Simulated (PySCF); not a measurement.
Calculation: PBE-D3(BJ)/def2-TZVP // B3LYP-D3(BJ)/def2-TZVP in PySCF. All species are isolated molecules in the gas phase. One relaxed conformer stands for a flexible species; it need not be the lowest. Delta-SCF ions had no search for a lower state. Excitations are Tamm–Dancoff values on a coarser integration grid. The basis has no diffuse functions, so Rydberg states are missing or too high.

Reference species (SMILES): `C=C[S@@](C)=O` (C–C–S–O torsion 8°) (neutral, multiplicity 1).

```
Item                                            Value
-------------------------------------------  --------
vertical ionisation energy (Delta-SCF)        8.70 eV
LUMO                                         -1.58 eV
T1 excitation (TDA)                           3.66 eV
brightest of the four lowest singlets (TDA)   4.22 eV
```

After one change: the vertical ionisation energy (Delta-SCF) rises by 1.35 eV; the LUMO rises by 0.08 eV; the T1 excitation (TDA) rises by 0.71 eV; the brightest of the four lowest singlets (TDA) rises by 2.67 eV.

Q: Which change was made? The new species is one of these.
A. `C=C[SeH]` (C–C–Se–H torsion 0°)
B. `C=CBr`
C. `C#CC=C`
D. `C=C[SiH3]`

A: D, `C=C[SiH3]`
